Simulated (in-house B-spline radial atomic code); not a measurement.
Configurations of Mo8+, with energies counted from [Ar] 3d10 4s2 (4p1/2)2 (4p3/2)2. All numbers are computed (Dirac-Hartree-Fock, average of each configuration as written; Fermi nucleus of rms radius 4.4091 fm) with a radial B-spline atomic code at the basis-set limit, not measured. Energies include first-order Breit, QED and recoil terms.

Occupations are held fixed; configurations that lie above the ionisation limit could autoionise.

```csv
configuration,E - E(ref) (eV),highest orbital,its <r> (bohr)
[Ar] 3d10 4s2 (4p1/2)1 (4p3/2)3,2.6664,4p3/2,1.118
[Ar] 3d10 4s1 (4p1/2)2 (4p3/2)2 (5d5/2)1,131.54,5d5/2,2.569
[Ar] 3d10 4s2 (4p1/2)2 (4p3/2)1 (7f5/2)1,139.41,7f5/2,6.909
[Ar] 3d10 4s2 (4p1/2)2 (4p3/2)1 (7g9/2)1,140.89,7g9/2,6.962
[Ar] 3d10 4s2 (4p3/2)3 (8p1/2)1,145.65,8p1/2,7.456
[Ar] 3d10 4s2 (4p1/2)2 (4p3/2)1 (8g7/2)1,146.2,8g7/2,9.437
[Ar] 3d10 4s1 (4p1/2)1 (4p3/2)3 (5g9/2)1,154.47,5g9/2,2.998
[Ar] (3d3/2)4 (3d5/2)5 4s2 (4p1/2)1 (4p3/2)3 (4f5/2)1,299.22,4f5/2,1.568
```

**Question.** Order these further configurations by energy, lowest first.
A. [Ar] 3d10 4s2 (4p1/2)2 (4p3/2)1 (5g9/2)1
B. [Ar] (3d3/2)3 (3d5/2)6 4s2 (4p1/2)1 (4p3/2)3 8s1
C. [Ar] 3d10 4s2 (4p3/2)3 (6d3/2)1
D. [Ar] 3d10 4s2 (4p3/2)4
E. [Ar] (3d3/2)3 (3d5/2)6 4s2 (4p1/2)2 (4p3/2)2 (8p1/2)1

**Answer.** D (6.9093 eV), A (119.2 eV), C (128.5 eV), E (353.41 eV), B (354.58 eV).

**Question.** How far above the reference does [Ar] 3d10 4s1 (4p3/2)4 (8g9/2)1 lie?

**Answer.** 185.92 eV; its least bound orbital is 8g9/2 with <r> = 9.426 bohr.

**Question.** How far above the reference does [Ar] 3d10 4s1 (4p1/2)2 (4p3/2)3 lie?

**Answer.** 33.615 eV; its least bound orbital is 4p3/2 with <r> = 1.119 bohr.

**Question.** How far above the reference does [Ar] (3d3/2)4 (3d5/2)5 4s2 (4p3/2)4 (7p1/2)1 lie?

**Answer.** 348.44 eV; its least bound orbital is 7p1/2 with <r> = 5.33 bohr.
